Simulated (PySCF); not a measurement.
# Potential energy of TeN along the bond

Set-up: PySCF, spin-free X2C with a Gaussian nucleus, basis sets Te x2c-SVPall, N x2c-SVPall. Energies in eV from Te + N in their ground configurations at the same level. State: ²Π (doublet), unpaired electrons π ↑.

All columns are PBE0. A positive dipole means Te(−)N(+).

| R (Å) | E (eV) | μ (D) | Mulliken charge on Te (basis-dependent) | HOMO (eV) | LUMO (eV) | Mayer bond order | ⟨S²⟩ |
| --- | --- | --- | --- | --- | --- | --- | --- |
| 1.621 | -0.984 | -2.88 | 0.36 | -5.36 | -3.09 | 2.47 | 0.76 |
| 1.696 | -1.852 | -2.85 | 0.34 | -5.60 | -3.36 | 2.43 | 0.76 |
| 1.772 | -2.296 | -2.78 | 0.33 | -5.83 | -3.65 | 2.37 | 0.79 |
| 1.828 | -2.436 | -2.68 | 0.31 | -5.97 | -3.86 | 2.28 | 0.86 |
| 1.885 | -2.467 | -2.56 | 0.29 | -6.09 | -4.03 | 2.14 | 0.98 |
| 1.942 | -2.426 | -2.42 | 0.27 | -6.18 | -4.13 | 1.98 | 1.10 |
| 2.017 | -2.299 | -2.25 | 0.24 | -6.27 | -4.22 | 1.78 | 1.25 |
| 2.111 | -2.071 | -2.03 | 0.21 | -6.34 | -4.28 | 1.58 | 1.41 |
| 2.224 | -1.752 | -1.80 | 0.17 | -6.37 | -4.30 | 1.37 | 1.56 |
| 2.375 | -1.324 | -1.49 | 0.13 | -6.36 | -4.26 | 1.12 | 1.74 |

A fit through these points gives, at Re = 1.877 Å, μ = -2.58 D and dμ/dR = 2.31 D/Å; the reduced mass is 12.64 u.

Q: How strong is the fundamental in the double-harmonic approximation, I = 42.26·(dμ/dR)²/μred km/mol?

A: I = 42.26·(2.31)²/12.64 = 17.8 km/mol at PBE0.

⟨S²⟩ is raised (TeN 0.96), so spin contamination touches these numbers. ⟨S²⟩ of the unrestricted solution departs from its pure value on part of the curve, where spin states mix. Spin–orbit coupling is left out, which matters for elements this heavy, above all for dissociation energies. The state was picked by a PBE0 search and need not be the measured ground state.
